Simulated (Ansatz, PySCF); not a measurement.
The PySCF input:
```python
from pyscf import gto, scf

mol = gto.Mole()
mol.atom = '''
    Si    1.50560000   -0.27340000    0.36250000
    N     0.07130000   -0.10200000   -0.59140000
    Si   -1.52270000    0.37580000   -0.11470000
    H     2.59990000   -0.41860000   -0.59790000
    H     1.62810000    0.93790000    1.16900000
    H     1.44940000   -1.45020000    1.23920000
    H     0.10060000   -0.60610000   -1.46300000
    H    -2.20310000   -0.66720000    0.66350000
    H    -2.24770000    0.62060000   -1.36190000
    H    -1.38140000    1.58310000    0.69470000
'''
mol.basis = 'cc-pvdz'
mol.spin = 2
mol.verbose = 4
mol.build()

mf = scf.UHF(mol)
mf.kernel()
```

Convert this to an input for Ansatz (a program for electronic structure).

Several could match; the one computed here: 
Ansatz 0.2 input:
```yaml
crystal:
  periodic: [false, false, false]
  atoms:
    - {symbol: Si, position_ang: [1.50560000, -0.27340000, 0.36250000]}
    - {symbol: N, position_ang: [0.07130000, -0.10200000, -0.59140000]}
    - {symbol: Si, position_ang: [-1.52270000, 0.37580000, -0.11470000]}
    - {symbol: H, position_ang: [2.59990000, -0.41860000, -0.59790000]}
    - {symbol: H, position_ang: [1.62810000, 0.93790000, 1.16900000]}
    - {symbol: H, position_ang: [1.44940000, -1.45020000, 1.23920000]}
    - {symbol: H, position_ang: [0.10060000, -0.60610000, -1.46300000]}
    - {symbol: H, position_ang: [-2.20310000, -0.66720000, 0.66350000]}
    - {symbol: H, position_ang: [-2.24770000, 0.62060000, -1.36190000]}
    - {symbol: H, position_ang: [-1.38140000, 1.58310000, 0.69470000]}
basis:
  gaussian:
    orbitals: cc-pVDZ
hamiltonian:
  xc: hf
magnetization: {spin_polarized: true, initial_magnetization: 2}
accuracy: high
```

Both were run: PySCF gave -636.197783 Eh and Ansatz -636.197783 Eh, 0.000 mEh apart.
